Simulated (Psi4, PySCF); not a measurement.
Input for Psi4:
```
memory 2 GB

molecule {
1 2
Si   -1.70472595    0.10897919    0.27378400
As    0.82226931   -0.03886951   -0.18862924
H    -2.20744588   -0.82892523   -0.73390716
H    -1.91760064    1.54067772    0.04146200
H    -1.70838653   -0.34769080    1.67179529
H     1.17882747   -1.33819262    0.45341921
H     1.38588148    0.73111591    0.95901965
}

set {
  basis cc-pvdz
  reference uks
  scf_type pk
  puream true
  d_convergence 1e-8
  dft_radial_points 99
  dft_spherical_points 590
}

energy('r2scan')
print_variables()
```

Question: Convert this to an input for PySCF.

Answer: One answer among several that fit: 
```python
from pyscf import gto, scf, dft

mol = gto.M(
    atom='''
Si   -1.704726    0.108979    0.273784
As    0.822269   -0.038870   -0.188629
H    -2.207446   -0.828925   -0.733907
H    -1.917601    1.540678    0.041462
H    -1.708387   -0.347691    1.671795
H     1.178827   -1.338193    0.453419
H     1.385881    0.731116    0.959020
''',
    basis='cc-pvdz',
    charge=1,
    spin=1,
    verbose=4,
)

mf = dft.UKS(mol)
mf.xc = 'r2scan'
mf.grids.atom_grid = (99, 590)
mf.grids.prune = None
mf.kernel()
```

Both were run: Psi4 gave -2527.952432 Eh and PySCF -2527.952560 Eh, 0.128 mEh apart.
